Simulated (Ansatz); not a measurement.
System: MoO3, net charge 0, triplet state. The spin state was set by rule; other spins were not relaxed. 
Geometry from a B3LYP-D3(BJ)/def2-TZVP (Ansatz, a first-principles code) optimisation:
```xyz
4

Mo    -0.0659     0.0787     0.0971
O     -1.1070    -1.4461    -0.3192
O      0.0744     1.2434    -1.1270
O      1.3786    -0.2104     0.9365
```
Charge 0, spin multiplicity 3.

Total electronic energies in hartree. Cores are frozen in the correlated levels unless marked. UHF or UKS for open shells. No spin-orbit coupling. Frozen are the shells of the preceding noble gas and the d and f shells that filled before the atom's block. Past Kr the def2 sets carry scalar-relativistic core potentials. STO-3G rows are all-electron and non-relativistic. Basis-set limits of correlation are two-point, X^-3; Hartree-Fock from the larger set. The bracket is a focal-point correction in the basis named. The program attaches cautions to a run behind SCS-MP2/STO-3G: large difference.

The UHF reference is spin-contaminated (<S^2> 0.59 over the pure value in the largest basis). The T1 diagnostic of CCSD in the largest basis is 0.073, which is high, so the coupled-cluster rows are less sure than usual.

| level | program | energy (Eh) |
|---|---|---|
| RI-HF/def2-QZVPPD | Ansatz | -292.21030 |
| PBE/def2-TZVPD | Ansatz | -293.81854 |
| revPBE-D3(BJ)/def2-TZVPD | Ansatz + dftd3 | -294.01387 |
| revPBE/def2-TZVPD | Ansatz | -294.00730 |
| r2SCAN-D3(BJ)/def2-TZVPD | Ansatz + dftd3 | -293.93789 |
| B97M-V/def2-TZVPD | Ansatz | -293.92940 |
| B3LYP-D4/def2-TZVPD | Ansatz + dftd4 | -294.01496 |
| PBE0/def2-SVP | Ansatz | -293.42957 |
| PBE0-D3(BJ)/def2-TZVPD | Ansatz + dftd3 | -293.73257 |
| HSE06-D3(BJ)/def2-TZVPD | Ansatz + dftd3 | … |
| CAM-B3LYP-D3(BJ)/def2-TZVPD | Ansatz + dftd3 | -293.86327 |
| CAM-B3LYP-D4/def2-TZVPD | Ansatz + dftd4 | -293.86369 |
| CAM-B3LYP/def2-TZVPD | Ansatz | -293.86081 |
| LC-wPBE-D3(BJ)/def2-TZVPD | Ansatz + dftd3 | … |
| wB97X-V/def2-TZVPD | Ansatz | -293.84810 |
| B2GP-PLYP-D4/def2-TZVPD | Ansatz + dftd4 | -293.59191 |
| B2GP-PLYP/def2-TZVPD | Ansatz | -293.59051 |
| B2PLYP-D3(BJ)/def2-TZVPD | Ansatz + dftd3 | -293.68821 |
| B2PLYP/def2-TZVPD | Ansatz | -293.68545 |
| SCS-MP2/STO-3G | Ansatz | -4157.75532 |
| SCS-MP2/def2-SVPD | Ansatz | -292.56939 |
| CCSD(T)/def2-SVPD | Ansatz | -292.69123 |
| RI-MP2/CBS(def2-TZVPP,def2-QZVPP)+[CCSD(T)-MP2]/def2-TZVPP | Ansatz | -293.2743 |

**Question.** Some entries are withheld; supply them.

**Answer.** 
- HSE06-D3(BJ)/def2-TZVPD, energy (Eh): -293.72253
- LC-wPBE-D3(BJ)/def2-TZVPD, energy (Eh): -293.84130
